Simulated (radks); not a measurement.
Results of a calculation; reference values are marked as such.
All-electron atom: neutral thallium in [Xe] 4f14 5d10 6s1 6p2 (not the ground configuration). Level of theory: Dirac Kohn-Sham, PBEsol, spin-unpolarised, spherical densities, point nucleus; open shells fill j = l - 1/2 first (a radial shooting solver on a logarithmic mesh with Libxc functionals).

Spin-orbit splittings of the eigenvalues, e(l+1/2) - e(l-1/2), with zeta = 2 splitting/(2l+1) and mean radii in bohr:

| shell | occ. | splitting (eV) | zeta (eV) | <r> j=l-1/2 | <r> j=l+1/2 |
|---|---|---|---|---|---|
| 2p | 6 | 2065 | 1377 | 0.05590 | 0.06469 |
| 3p | 6 | 459.0 | 306.0 | 0.1674 | 0.1835 |
| 3d | 10 | 98.03 | 39.21 | 0.1595 | 0.1644 |
| 4p | 6 | 111.7 | 74.46 | 0.3932 | 0.4276 |
| 4d | 10 | 20.83 | 8.334 | 0.4335 | 0.4446 |
| 4f | 14 | 4.600 | 1.314 | 0.4646 | 0.4711 |
| 5p | 6 | 20.31 | 13.54 | 0.9413 | 1.036 |
| 5d | 10 | 2.216 | 0.8866 | 1.354 | 1.410 |
| 6p | 2 | 1.147 | 0.7645 | 3.287 | 3.843 |
